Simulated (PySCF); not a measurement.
C2H6O3Si, SMILES O[Si]1(O)COC1. Coordinates come from a r2SCAN-D4/def2-SVP optimisation. This is a generated structure with no PubChem entry under its InChIKey; it may be hypothetical. One conformer was computed; it need not be the lowest.

Give the equilibrium geometry at r2SCAN-D4/def2-SVP (PySCF confirms it by a frequency run) as a Z-matrix, and its point group. (An estimate is asked for; the answer gives what the named calculation found.)

One answer among several that fit: point group Cs.
```
Si
O 1 1.6519
H 2 0.9649 1 115.90
O 1 1.6638 2 105.00 3 0.00
H 4 0.9641 1 117.85 2 180.00
C 1 1.8901 2 120.32 3 135.52
H 6 1.1037 1 121.82 2 -115.45
H 6 1.1092 7 107.99 1 -137.13
O 6 1.4512 7 110.23 8 -122.16
C 9 1.4512 6 103.94 7 -143.52
H 10 1.1037 9 110.23 6 143.52
H 10 1.1092 11 107.99 9 -122.16
```
